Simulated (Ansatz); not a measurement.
Ansatz (a program for electronic structure) input (HF/STO-3G):

Ansatz 0.2 input:
```yaml
crystal:
  periodic: [false, false, false]
  atoms:
    - {symbol: C, position_ang: [3.78624000, -0.15644800, 0.03592500]}
    - {symbol: C, position_ang: [2.49301400, 0.48544000, 0.38373600]}
    - {symbol: C, position_ang: [1.19825400, -0.18143100, 0.07760600]}
    - {symbol: C, position_ang: [-0.02170500, 0.72821300, 0.24489800]}
    - {symbol: Ge, position_ang: [-1.72982800, -0.16761700, -0.16094700]}
    - {symbol: H, position_ang: [3.78780500, -0.52220700, -0.99679200]}
    - {symbol: H, position_ang: [4.62757400, 0.52727200, 0.15572600]}
    - {symbol: H, position_ang: [3.99177900, -1.03459200, 0.66832700]}
    - {symbol: H, position_ang: [2.48729000, 1.33970400, 1.05072200]}
    - {symbol: H, position_ang: [1.07692600, -1.07135900, 0.71910800]}
    - {symbol: H, position_ang: [1.23046100, -0.58234500, -0.94423000]}
    - {symbol: H, position_ang: [0.06625100, 1.60054200, -0.40636300]}
    - {symbol: H, position_ang: [-0.07584700, 1.10338000, 1.26970400]}
    - {symbol: H, position_ang: [-1.93159000, -1.37598800, 0.77549800]}
    - {symbol: H, position_ang: [-2.91314100, 0.80201900, 0.02181000]}
    - {symbol: H, position_ang: [-1.72781700, -0.67732100, -1.61619200]}
basis:
  gaussian:
    orbitals: STO-3G
hamiltonian:
  xc: {name: HF}
magnetization: {spin_polarized: true, initial_magnetization: 1}
relax: {f_tol: 0.003, max_steps: 120}
```

Output:

```
Functional definition: HF
integrals: 0.01 GiB planned
669 factors; integrals over basis functions are off by at most 1.4e-5 eV
mean field: 0.23 GiB planned
mean field evaluation 1: about -60074.7438 eV, gradient 1.1e1 eV
mean field evaluation 2: about -60074.9328 eV, gradient 1.1e1 eV
mean field evaluation 4: about -60076.2084 eV, gradient 1.0e0 eV
mean field evaluation 8: about -60076.2242 eV, gradient 1.4e-2 eV
mean field -60076.22417425 eV, -2207.7605172765 hartree, gradient 5.3e-5 eV, S^2 0.765790; 0 other end points of the search recorded, 0 dependent functions left out
the calculation of the forces begins
reference -60076.22417425 eV, -2207.7605172765 hartree; 34, 33 occupied and 15, 16 virtual orbitals, 669 factors
relax step   1: F+E_penalty+E_count = -60076.22417425 eV  Δ(F+E_penalty+E_count) = +0.000e0 eV  max|allowed force component| = 1.973e0 eV/Å  Δτ_max = 0.0000 Å  (33 SCF iters, accepted)
these checks for a lower state are left out or cut short: starts, cluster_reference, orbital_swaps, neighbouring_geometries, increment
integrals: 0.01 GiB planned
669 factors; integrals over basis functions are off by at most 1.5e-5 eV
mean field: 0.23 GiB planned
mean field evaluation 16: about -60076.6881 eV, gradient 1.2e-4 eV
mean field -60076.68809757 eV, -2207.7775661438 hartree, gradient 2.5e-5 eV, S^2 0.765879; 0 other end points of the search recorded, 0 dependent functions left out
the calculation of the forces begins
reference -60076.68809757 eV, -2207.7775661438 hartree; 34, 33 occupied and 15, 16 virtual orbitals, 669 factors
relax step   2: F+E_penalty+E_count = -60076.68809757 eV  Δ(F+E_penalty+E_count) = -4.639e-1 eV  max|allowed force component| = 3.514e-1 eV/Å  Δτ_max = 0.1105 Å  (33 SCF iters, accepted)
these checks for a lower state are left out or cut short: starts, cluster_reference, orbital_swaps, neighbouring_geometries, increment
integrals: 0.01 GiB planned
669 factors; integrals over basis functions are off by at most 1.4e-5 eV
mean field: 0.23 GiB planned
mean field -60076.69596796 eV, -2207.7778553753 hartree, gradient 1.9e-5 eV, S^2 0.765426; 0 other end points of the search recorded, 0 dependent functions left out
the calculation of the forces begins
reference -60076.69596796 eV, -2207.7778553753 hartree; 34, 33 occupied and 15, 16 virtual orbitals, 669 factors
relax step   3: F+E_penalty+E_count = -60076.69596796 eV  Δ(F+E_penalty+E_count) = -7.870e-3 eV  max|allowed force component| = 7.935e-2 eV/Å  Δτ_max = 0.0278 Å  (26 SCF iters, accepted)
these checks for a lower state are left out or cut short: starts, cluster_reference, orbital_swaps, neighbouring_geometries, increment
integrals: 0.01 GiB planned
669 factors; integrals over basis functions are off by at most 1.4e-5 eV
mean field: 0.23 GiB planned
mean field evaluation 32: about -60076.6980 eV, gradient 2.5e-5 eV
mean field -60076.69800834 eV, -2207.7779303579 hartree, gradient 2.5e-5 eV, S^2 0.764929; 0 other end points of the search recorded, 0 dependent functions left out
the calculation of the forces begins
reference -60076.69800834 eV, -2207.7779303579 hartree; 34, 33 occupied and 15, 16 virtual orbitals, 669 factors
relax step   4: F+E_penalty+E_count = -60076.69800834 eV  Δ(F+E_penalty+E_count) = -2.040e-3 eV  max|allowed force component| = 1.167e-1 eV/Å  Δτ_max = 0.1242 Å  (33 SCF iters, accepted)
these checks for a lower state are left out or cut short: starts, cluster_reference, orbital_swaps, neighbouring_geometries, increment
integrals: 0.01 GiB planned
669 factors; integrals over basis functions are off by at most 1.5e-5 eV
mean field: 0.23 GiB planned
mean field -60076.70028164 eV, -2207.7780139001 hartree, gradient 1.4e-5 eV, S^2 0.764644; 0 other end points of the search recorded, 0 dependent functions left out
the calculation of the forces begins
reference -60076.70028164 eV, -2207.7780139001 hartree; 34, 33 occupied and 15, 16 virtual orbitals, 669 factors
relax step   5: F+E_penalty+E_count = -60076.70028164 eV  Δ(F+E_penalty+E_count) = -2.273e-3 eV  max|allowed force component| = 2.128e-2 eV/Å  Δτ_max = 0.0326 Å  (27 SCF iters, accepted)
these checks for a lower state are left out or cut short: starts, cluster_reference, orbital_swaps, neighbouring_geometries, increment
integrals: 0.01 GiB planned
669 factors; integrals over basis functions are off by at most 1.5e-5 eV
mean field: 0.23 GiB planned
mean field -60076.70073880 eV, -2207.7780307007 hartree, gradient 2.4e-5 eV, S^2 0.764692; 0 other end points of the search recorded, 0 dependent functions left out
the calculation of the forces begins
reference -60076.70073880 eV, -2207.7780307007 hartree; 34, 33 occupied and 15, 16 virtual orbitals, 669 factors
relax step   6: F+E_penalty+E_count = -60076.70073880 eV  Δ(F+E_penalty+E_count) = -4.572e-4 eV  max|allowed force component| = 1.310e-2 eV/Å  Δτ_max = 0.0250 Å  (26 SCF iters, accepted)
these checks for a lower state are left out or cut short: starts, cluster_reference, orbital_swaps, neighbouring_geometries, increment
integrals: 0.01 GiB planned
669 factors; integrals over basis functions are off by at most 1.5e-5 eV
mean field: 0.23 GiB planned
mean field -60076.70099404 eV, -2207.7780400804 hartree, gradient 2.4e-5 eV, S^2 0.764689; 0 other end points of the search recorded, 0 dependent functions left out
the calculation of the forces begins
reference -60076.70099404 eV, -2207.7780400804 hartree; 34, 33 occupied and 15, 16 virtual orbitals, 669 factors
relax step   7: F+E_penalty+E_count = -60076.70099404 eV  Δ(F+E_penalty+E_count) = -2.552e-4 eV  max|allowed force component| = 1.822e-2 eV/Å  Δτ_max = 0.0459 Å  (25 SCF iters, accepted)
these checks for a lower state are left out or cut short: starts, cluster_reference, orbital_swaps, neighbouring_geometries, increment
integrals: 0.01 GiB planned
669 factors; integrals over basis functions are off by at most 1.5e-5 eV
mean field: 0.23 GiB planned
mean field -60076.70102033 eV, -2207.7780410465 hartree, gradient 2.5e-5 eV, S^2 0.764730; 0 other end points of the search recorded, 0 dependent functions left out
the calculation of the forces begins
reference -60076.70102033 eV, -2207.7780410465 hartree; 34, 33 occupied and 15, 16 virtual orbitals, 669 factors
relax step   8: F+E_penalty+E_count = -60076.70102033 eV  Δ(F+E_penalty+E_count) = -2.629e-5 eV  max|allowed force component| = 8.909e-3 eV/Å  Δτ_max = 0.0034 Å  (29 SCF iters, accepted)
these checks for a lower state are left out or cut short: starts, cluster_reference, orbital_swaps, neighbouring_geometries, increment
integrals: 0.01 GiB planned
669 factors; integrals over basis functions are off by at most 1.5e-5 eV
mean field: 0.23 GiB planned
mean field evaluation 64: about -60076.7009 eV, gradient 1.2e-1 eV
mean field -60076.70103308 eV, -2207.7780415152 hartree, gradient 2.5e-5 eV, S^2 0.764715; 0 other end points of the search recorded, 0 dependent functions left out
the calculation of the forces begins
reference -60076.70103308 eV, -2207.7780415152 hartree; 34, 33 occupied and 15, 16 virtual orbitals, 669 factors
relax step   9: F+E_penalty+E_count = -60076.70103308 eV  Δ(F+E_penalty+E_count) = -1.276e-5 eV  max|allowed force component| = 1.044e-3 eV/Å  Δτ_max = 0.0016 Å  (29 SCF iters, accepted)
integrals: 0.01 GiB planned
669 factors; integrals over basis functions are off by at most 1.5e-5 eV
mean field: 0.23 GiB planned
mean field -60076.70103308 eV, -2207.7780415152 hartree, gradient 2.5e-5 eV, S^2 0.764715; 1 other end points of the search recorded, 0 dependent functions left out
the calculation of the forces begins
reference -60076.70103308 eV, -2207.7780415152 hartree; 34, 33 occupied and 15, 16 virtual orbitals, 669 factors
Total energy: -60076.70103308 eV, -2207.7780415152 hartree
Atom 0 at     3.805503    -0.135327     0.011054 Å, force     0.001044     0.000187     0.000220 eV/Å
Atom 1 at     2.477503     0.504116     0.381555 Å, force    -0.000475    -0.000917    -0.000654 eV/Å
Atom 2 at     1.170004    -0.219302     0.075921 Å, force     0.000494     0.000677    -0.000213 eV/Å
Atom 3 at    -0.067182     0.702022     0.215557 Å, force    -0.000498     0.000089    -0.000781 eV/Å
Atom 4 at    -1.741579    -0.159628    -0.171014 Å, force    -0.000009     0.000141     0.000419 eV/Å
Atom 5 at     3.774359    -0.534394    -0.999280 Å, force    -0.000488     0.000189     0.000247 eV/Å
Atom 6 at     4.612289     0.590264     0.066159 Å, force    -0.000101    -0.000477    -0.000215 eV/Å
Atom 7 at     4.050879    -0.956881     0.683741 Å, force    -0.000021     0.000263     0.000112 eV/Å
Atom 8 at     2.477161     1.191736     1.221151 Å, force    -0.000306     0.000161     0.000143 eV/Å
Atom 9 at     1.063861    -1.076076     0.745506 Å, force    -0.000177    -0.000335     0.000630 eV/Å
Atom 10 at     1.219101    -0.623406    -0.934819 Å, force     0.000254     0.000330    -0.000543 eV/Å
Atom 11 at     0.064521     1.555570    -0.441214 Å, force     0.000277    -0.000249    -0.000159 eV/Å
Atom 12 at    -0.085724     1.099420     1.225052 Å, force    -0.000429    -0.000324     0.000741 eV/Å
Atom 13 at    -1.932388    -1.260994     0.725888 Å, force     0.000331     0.000108     0.000197 eV/Å
Atom 14 at    -2.809522     0.781502    -0.006051 Å, force    -0.000034     0.000055    -0.000024 eV/Å
Atom 15 at    -1.733120    -0.641360    -1.520669 Å, force     0.000140     0.000103    -0.000119 eV/Å
Dipole moment:    -0.017736    -0.017140     0.018287 e Å
```

The geometry given is a B3LYP-D3(BJ)/def2-TZVP minimum.
